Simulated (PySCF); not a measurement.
**From computed data to an observable: chemical shift, span and skew from a shielding tensor**

1,1-dichloro-3,3-difluoroprop-1-ene (C₃H₂Cl₂F₂), SMILES FC(F)C=C(Cl)Cl. Atoms are numbered in the order given.

```xyz
9

F      0.2638    -2.4735     1.0953
C     -0.0873    -1.7442     0.0000
F      0.2638    -2.4735    -1.0953
C      0.6630    -0.4523     0.0000
C      0.1051     0.7627     0.0000
Cl    -1.6106     1.0420     0.0000
Cl     1.0573     2.2093     0.0000
H     -1.1803    -1.6130     0.0000
H      1.7526    -0.5317     0.0000
```
Charge 0, spin multiplicity 1.

Coordinates come from a B3LYP-D3(BJ)/def2-SVP optimisation. Other conformers were not sampled.

GIAO shieldings from PySCF with B3LYP/pcSseg-1, non-relativistic, no solvent. The symmetric part of the tensor of F1 has the principal values 183.4, 328.8, 371.7 ppm. The same nucleus in CFCl3 has σ = 161.7 ppm at this level (PySCF, at its B3LYP-D3(BJ)/def2-TZVP geometry). Without spin–orbit terms, shifts of atoms bonded to Cl or Br come out too high.

### Question
Work out the isotropic shielding, the ¹⁹F shift against CFCl3, the span and the skew.

### Answer

σ(iso) = (σ11 + σ22 + σ33)/3 = 294.6 ppm. δ = σ(ref) − σ(iso) = 161.7 − (294.6) = -132.9 ppm.
Span Ω = σ33 − σ11 = 188.3 ppm. Skew κ = 3(σ(iso) − σ22)/Ω = -0.54. Tumbling in solution averages the tensor to δ; in a static solid the shielding alone would spread this spin-1/2 line over Ω.
